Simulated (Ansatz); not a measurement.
A series at Sn: from `[SnH3][I]`, ligands are replaced one by one, each step taking up H–F and setting free H₂; n counts the steps. Ansatz, PBE0-D4/def2-TZVP geometries.

```
n                molecule  HOMO energy, ωB97M-V/def2-TZVPP (eV)
0             `[SnH3][I]`                                     ?
1          `[F][SnH2][I]`                                -10.06
2      `[F][SnH]([F])[I]`                                -10.63
3  `[F][Sn]([F])([F])[I]`                                -11.25
```

Problem. By hand: fit a straight line y = ȳ + b (n − n̄) to the 3 given rows and predict n = 0.

Solution. n̄ = 2.000, ȳ = -10.647; Σ(n − n̄)(y − ȳ) = -1.190, Σ(n − n̄)² = 2.000, so b = -0.595 eV a step. Prediction: -10.647 + (-0.595) × (-2.000) = -9.46 eV.

Problem. By hand: compare with the computed value, -9.65 eV, and give the steps along the whole series.

Solution. The line misses by -0.19 eV (computed minus predicted). Steps: -0.41, -0.57, -0.62 eV.

The steps grow at each stage, from -0.41 to -0.62 eV, so the series is curved and an end member is harder to predict than an inner one. The highest orbital can change its character along such a series. The miss is 11.9 % of the series' range.

Spin–orbit coupling is left out; it splits and shifts lone-pair levels of the heavy atoms by tenths of an eV.
